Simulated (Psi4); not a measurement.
CHO₃ (SMILES O=C([O-])O), charge -1, singlet, at a GFN2-xTB geometry (a gas-phase anion, which may not be bound at this level), atoms displaced at random by about 0.03 Å a coordinate; PBE0/def2-SVP, gradient run with Psi4 1.11.

The Psi4 input:
```
memory 2 GB

molecule mol {
-1 1
  O     1.122635   -0.525291    0.070976
  C    -0.122922    0.042215   -0.009639
  O    -0.135894    1.282930    0.037878
  O    -1.099698   -0.711506   -0.106471
  H     1.782843    0.185413    0.103668
symmetry c1
no_reorient
no_com
}

set basis def2-svp
set reference rks

gradient('pbe0')
print_variables()
```

What does Psi4 print? Leave out banner, timings and long lists.


```
gradient() will perform analytic gradient computation.

   => Loading Basis Set <=

    Name: DEF2-SVP
    Role: ORBITAL
    Keyword: BASIS

         ---------------------------------------------------------
                                   SCF
               by Justin Turney, Rob Parrish, Andy Simmonett
                          and Daniel G. A. Smith
                              RKS Reference
         ---------------------------------------------------------

  ==> Geometry <==

    Molecular point group: c1
    Full point group: C1

    Geometry (in Angstrom), charge = -1, multiplicity = 1:

       Center              X                  Y                   Z               Mass
    ------------   -----------------  -----------------  -----------------  -----------------
         O            1.122635000000    -0.525291000000     0.070976000000    15.994914619570
         C           -0.122922000000     0.042215000000    -0.009639000000    12.000000000000
         O           -0.135894000000     1.282930000000     0.037878000000    15.994914619570
         O           -1.099698000000    -0.711506000000    -0.106471000000    15.994914619570
         H            1.782843000000     0.185413000000     0.103668000000     1.007825032230

  Running in c1 symmetry.

  Rotational constants: A =      0.43397  B =      0.38728  C =      0.20466 [cm^-1]
  Rotational constants: A =  13010.18038  B =  11610.24444  C =   6135.49985 [MHz]
  Nuclear repulsion =  114.606107872472606

  Charge       = -1
  Multiplicity = 1
  Electrons    = 32
  Nalpha       = 16
  Nbeta        = 16

  ==> Algorithm <==

  SCF Algorithm Type is DF.
  DIIS enabled.
  MOM disabled.
  Fractional occupation disabled.
  Guess Type is SAD.
  Energy threshold   = 1.00e-08
  Density threshold  = 1.00e-08
  Integral threshold = 1.00e-12

  ==> Primary Basis <==

  Basis Set: DEF2-SVP
    Blend: DEF2-SVP
    Number of shells: 27
    Number of basis functions: 61
    Number of Cartesian functions: 65
    Spherical Harmonics?: true
    Max angular momentum: 2

  ==> DFT Potential <==

   => LibXC <=

    Version 7.1.2
    S. Lehtola, C. Steigemann, M. J. T. Oliveira, and M. A. L. Marques,  SoftwareX 7, 1–5 (2018) (10.1016/j.softx.2017.11.002)

   => Composite Functional: PBE0 <=

    PBE0 Hyb-GGA Exchange-Correlation Functional

    C. Adamo and V. Barone,  J. Chem. Phys. 110, 6158 (1999) (10.1063/1.478522)
    M. Ernzerhof and G. E. Scuseria,  J. Chem. Phys. 110, 5029 (1999) (10.1063/1.478401)

    Deriv               =              1
    GGA                 =           TRUE
    Meta                =          FALSE

    Exchange Hybrid     =           TRUE
    MP2 Hybrid          =          FALSE

   => Exchange Functionals <=

    0.7500   Perdew, Burke & Ernzerhof

   => Exact (HF) Exchange <=

    0.2500               HF

   => Correlation Functionals <=

    1.0000   Perdew, Burke & Ernzerhof

   => LibXC Density Thresholds  <==

    XC_HYB_GGA_XC_PBEH:  1.00E-15

   => Molecular Quadrature <=

    Radial Scheme          =       TREUTLER
    Pruning Scheme         =           NONE
    Nuclear Scheme         =       TREUTLER

    Blocking Scheme        =         OCTREE
    BS radius alpha        =              1
    Pruning alpha          =              1
    Radial Points          =             75
    Spherical Points       =            302
    Total Points           =         107979
    Total Blocks           =            867
    Max Points             =            255
    Max Functions          =             60
    Weights Tolerance      =       1.00E-15

   => Loading Basis Set <=

    Name: (DEF2-SVP AUX)
    Role: JKFIT
    Keyword: DF_BASIS_SCF

  ==> Integral Setup <==

  SCF_SUBTYPE=INCORE selected. In-core MEM_DF algorithm will be used.
  Using in-core AOs.

  ==> MemDFJK: Density-Fitted J/K Matrices <==

    J tasked:                   Yes
    K tasked:                   Yes
    wK tasked:                   No
    Algorithm:                 Core
[...]
  @DF-RKS Final Energy:  -263.95656580433041
    Total Energy =                       -263.9565658043304097
[...]
                       Andy Simmonett, and Alex Sokolov
         ------------------------------------------------------------

  ==> Geometry <==

    Molecular point group: c1
    Full point group: C1

    Geometry (in Angstrom), charge = -1, multiplicity = 1:

       Center              X                  Y                   Z               Mass
    ------------   -----------------  -----------------  -----------------  -----------------
         O            1.122635000000    -0.525291000000     0.070976000000    15.994914619570
         C           -0.122922000000     0.042215000000    -0.009639000000    12.000000000000
         O           -0.135894000000     1.282930000000     0.037878000000    15.994914619570
         O           -1.099698000000    -0.711506000000    -0.106471000000    15.994914619570
         H            1.782843000000     0.185413000000     0.103668000000     1.007825032230

  Nuclear repulsion =  114.606107872472606

  ==> Basis Set <==

  Basis Set: DEF2-SVP
    Blend: DEF2-SVP
    Number of shells: 27
    Number of basis functions: 61
    Number of Cartesian functions: 65
    Spherical Harmonics?: true
    Max angular momentum: 2

  ==> DFJKGrad: Density-Fitted SCF Gradients <==

    Gradient:                    1
    J tasked:                  Yes
    K tasked:                  Yes
    wK tasked:                  No
    Integrals threads:           1
    Schwarz Cutoff:          1E-12
    Fitting Condition:       1E-10

   => Auxiliary Basis Set <=

  Basis Set: (DEF2-SVP AUX)
    Blend: DEF2-UNIVERSAL-JKFIT
    Number of shells: 106
    Number of basis functions: 324
    Number of Cartesian functions: 388
    Spherical Harmonics?: true
    Max angular momentum: 4

  ==> DFT Potential <==

   => LibXC <=

    Version 7.1.2
    S. Lehtola, C. Steigemann, M. J. T. Oliveira, and M. A. L. Marques,  SoftwareX 7, 1–5 (2018) (10.1016/j.softx.2017.11.002)

   => Composite Functional: PBE0 <=

    PBE0 Hyb-GGA Exchange-Correlation Functional

    C. Adamo and V. Barone,  J. Chem. Phys. 110, 6158 (1999) (10.1063/1.478522)
    M. Ernzerhof and G. E. Scuseria,  J. Chem. Phys. 110, 5029 (1999) (10.1063/1.478401)

    Deriv               =              1
    GGA                 =           TRUE
    Meta                =          FALSE

    Exchange Hybrid     =           TRUE
    MP2 Hybrid          =          FALSE

   => Exchange Functionals <=

    0.7500   Perdew, Burke & Ernzerhof

   => Exact (HF) Exchange <=

    0.2500               HF

   => Correlation Functionals <=

    1.0000   Perdew, Burke & Ernzerhof

   => LibXC Density Thresholds  <==

    XC_HYB_GGA_XC_PBEH:  1.00E-15

   => Molecular Quadrature <=

    Radial Scheme          =       TREUTLER
    Pruning Scheme         =           NONE
    Nuclear Scheme         =       TREUTLER

    Blocking Scheme        =         OCTREE
    BS radius alpha        =              1
    Pruning alpha          =              1
    Radial Points          =             75
    Spherical Points       =            302
    Total Points           =         107979
    Total Blocks           =            867
    Max Points             =            255
    Max Functions          =             60
    Weights Tolerance      =       1.00E-15

  -Total Gradient:
     Atom            X                  Y                   Z
    ------   -----------------  -----------------  -----------------
       1       -0.029871716912     0.024833562832     0.000129921882
       2        0.037415608231    -0.023086145476    -0.000043595535
       3       -0.010717083570    -0.016992069774    -0.000173289833
       4       -0.011753943841     0.015821583085     0.000145242507
       5        0.014954402912    -0.000552493575    -0.000053012356

  Variable Map:
  ----------------------------------------------------------------------------
[...]
  Array Variable Map:
  ----------------------------------------------------------------------------
[...]
[...]
```
